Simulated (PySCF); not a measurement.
Diatomic cations of Li with the second period

PBE0 with double-zeta basis sets in PySCF, for the lowest determinant that a PBE0 search found; no spin–orbit coupling. De refers to high-spin ground-configuration atoms (the charge goes to the atom of lower measured ionisation energy or higher electron affinity, which is not always the lowest computed limit). A positive dipole points towards Li; it is taken about the centre of mass and depends on that origin.

```
 M        basis  charged atom  state (unpaired electrons)  Re (Å)  ωe (cm⁻¹)  De (eV)  μ (D)
Li  aug-cc-pVDZ           Li+               doublet (σ ↑)   3.117        251     1.28    n/a
Be  aug-cc-pVDZ           Li+      singlet (closed shell)   2.604        327     0.69   3.19
 B      cc-pVDZ           Li+               doublet (σ ↑)   2.507        323     0.85   5.10
 C    def2-SVPD           Li+          triplet (σ ↑, π ↑)   2.301        326     0.52   5.49
 N     def2-SVP           Li+         quartet (σ ↑, π ↑↑)   2.242        260     0.26   6.29
 O   x2c-SVPall           Li+              triplet (π ↑↑)   2.091        354     0.60   6.33
 F      cc-pVDZ           Li+               doublet (π ↑)   2.092        289     0.46   6.84
```

The shortest bond is that of LiO⁺ (2.091 Å), the longest that of Li₂⁺ (3.117 Å). Li₂⁺ is bound most strongly (1.28 eV) and LiN⁺ least (0.26 eV).

The rows differ in basis set, which adds steps of its own.

The state changes along the series, so neighbouring rows are not always alike in their bonding.

Closed-shell solutions of metal pairs were not tested for spin polarisation, which can lower them a little. Weak bonds: LiF⁺, LiN⁺. Basis-set superposition, not corrected here, can be much of De in a small basis, most of all at correlated wavefunction levels. For an ion De counts to the pair picked by the measured ionisation energies or electron affinities, which need not be the lowest pair at this level. States were picked by a PBE0 search and need not be the measured ground states.
